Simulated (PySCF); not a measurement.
germylsilane (GeH6Si), SMILES [SiH3][GeH3]. The structure is a stationary point at PBE0-D3(BJ)/def2-TZVP.

Problem. Give the equilibrium geometry at PBE0-D3(BJ)/def2-TZVP (PySCF confirms it by a frequency run) as a Z-matrix, and its point group. (Estimate from the structure and the level; the computed values follow.)

Solution. point group C3v.
```
Ge
H 1 1.5378
H 1 1.5378 2 108.33
H 1 1.5378 2 108.33 3 -117.31
Si 1 2.3776 2 110.59 4 -121.34
H 5 1.4867 1 110.11 2 180.00
H 5 1.4867 6 108.82 1 120.78
H 5 1.4867 6 108.82 7 118.45
```
Charge 0, spin multiplicity 1.
